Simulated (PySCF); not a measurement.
Spectra and structures to be paired. Method used: TDDFT PBE0/def2-SVPD, vertical, gas phase, core orbitals frozen in the response (PySCF 2.14.0, density-fitted response routines). Geometries: GFN2-xTB; one conformer of each isolated species. Triplets are in the Tamm–Dancoff approximation.

A. `C=C(CC(=O)F)C(=O)F`
B. `C[SiH](C)[Si@H](C)P`
C. `C=CCOCF`
D. `N#C/C=C/C1=CC=CS1`
E. `S=C=Cc1ccncc1`

Lowest singlet levels (six at most, fewer where fewer were computed) with oscillator strengths:

1. 240 nm (f 0.000); 205 nm (f 0.020); 201 nm (f 0.013); 198 nm (f 0.268); 181 nm (f 0.003); 170 nm (f 0.002); T1 3.63 eV
2. 548 nm (f 0.000); 309 nm (f 0.000); 295 nm (f 0.000); 276 nm (f 0.002); 274 nm (f 0.402); 253 nm (f 0.000); T1 1.93 eV
3. 297 nm (f 0.623); 257 nm (f 0.038); 224 nm (f 0.001); 219 nm (f 0.017); 214 nm (f 0.000); 201 nm (f 0.042); T1 2.43 eV
4. 210 nm (f 0.054); 208 nm (f 0.125); 196 nm (f 0.016); 190 nm (f 0.057); 178 nm (f 0.085); 175 nm (f 0.210); T1 5.05 eV
5. 174 nm (f 0.113); 165 nm (f 0.021); 159 nm (f 0.278); 156 nm (f 0.020); 155 nm (f 0.025); 152 nm (f 0.010); T1 4.44 eV

Question: Which spectrum belongs to which structure?

Answer: 1 = A, 2 = E, 3 = D, 4 = B, 5 = C.
- A: S1 at 5.16 eV, HOMO-1→LUMO (82%), HOMO-2→LUMO (15%); Löwdin shares by element: HOMO carbon 73% or more, oxygen 9% or more (atoms not listed hold the other 18%); LUMO carbon 66% or more, oxygen 18% or more (atoms not listed hold the other 16%); HOMO -9.04 and LUMO -2.46 eV.
- B: S1 at 5.90 eV, HOMO→LUMO+1 (52%), HOMO→LUMO (43%); Löwdin shares by element: HOMO phosphorus 48%, silicon 29%, hydrogen 5% or more (atoms not listed hold the other 18%); LUMO silicon 38%, phosphorus 17%, carbon 9% or more (atoms not listed hold the other 36%); HOMO -6.93 and LUMO -0.06 eV.
- C: S1 at 7.14 eV, HOMO→LUMO (60%), HOMO-1→LUMO (36%); Löwdin shares by element: HOMO carbon 76% or more, oxygen 7% (atoms not listed hold the other 17%); LUMO carbon 76% or more, hydrogen 6% or more (atoms not listed hold the other 18%); HOMO -7.84 and LUMO -0.03 eV.
- D: S1 at 4.18 eV, HOMO→LUMO (97%); Löwdin shares by element: HOMO carbon 60% or more (atoms not listed hold the other 40%); LUMO carbon 56% or more (atoms not listed hold the other 44%); HOMO -6.89 and LUMO -2.39 eV; point group Cs, 1 of its 6 listed states under f = 0.0005.
- E: S1 at 2.26 eV, HOMO→LUMO (99%); Löwdin shares by element: HOMO carbon 37% or more, sulfur 32%, nitrogen 7% (atoms not listed hold the other 24%); LUMO carbon 49% or more, sulfur 41%, hydrogen 4% or more; HOMO -6.61 and LUMO -2.71 eV; point group Cs, 4 of its 6 listed states under f = 0.0005.
